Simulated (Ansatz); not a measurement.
```yaml
crystal:
  periodic: [false, false, false]
  atoms:
    - {symbol: Be, position_ang: [0.900467, 1.127024, 0.337762]}
    - {symbol: Be, position_ang: [0.923521, 0.716171, -1.622991]}
    - {symbol: Be, position_ang: [-1.020051, 0.979864, -0.438989]}
    - {symbol: Be, position_ang: [1.829531, -0.659560, -0.463794]}
    - {symbol: Be, position_ang: [-1.007576, 0.758436, 1.551998]}
    - {symbol: Be, position_ang: [0.173214, -0.996939, 1.081747]}
    - {symbol: Be, position_ang: [-1.745734, -0.815648, 0.534560]}
    - {symbol: Be, position_ang: [-0.053382, -1.109347, -0.980293]}
basis:
  gaussian: {orbitals: "6-31G*"}
total_charge: 1
magnetization: {spin_polarized: true, initial_magnetization: 1}
hamiltonian: {xc: {name: B2GP-PLYP}}
scf: {omitted_lower_state_checks: [starts]}
```

```sh
$ ansatz run in.yaml --threads 4 --pin off --events-out ev --progress --plain --max-ram 3916MiB
```

Shortened log:

```
Functional definition: B2GP-PLYP
1112 factors; integrals over basis functions are off by at most 9.5e-4 eV
mean field evaluation 1: about -3183.3593 eV, gradient 1.7e1 eV
mean field evaluation 2: about -3184.4433 eV, gradient 1.7e1 eV
mean field evaluation 4: about -3187.3874 eV, gradient 2.9e0 eV
mean field evaluation 8: about -3187.5925 eV, gradient 4.8e-1 eV
mean field evaluation 16: about -3187.6485 eV, gradient 2.8e-2 eV
mean field evaluation 32: about -3187.6486 eV, gradient 1.4e-4 eV
mean field -3187.66950434 eV, -117.1446936045 hartree, gradient 2.9e-6 eV, S^2 1.148521; 0 other end points of the search recorded, 0 dependent functions left out
reference -3187.66962435 eV, -117.1446980149 hartree; 16, 15 occupied and 104, 105 virtual orbitals, 1112 factors
second order -12.74183575 eV of doubles, -0.00000000 eV of singles
Total energy: -3192.25668522 eV, -117.3132693926 hartree
Checks for a lower state left out: starts
```

Run time 7.5 s (4 threads of Intel Xeon 6975P-C on a shared host).

The 6-31G sets use Cartesian d functions. Correlated methods freeze no core orbitals. The charge 1 doublet is spin-contaminated (final ⟨S²⟩ up to 1.15, 0.75 for a pure state).
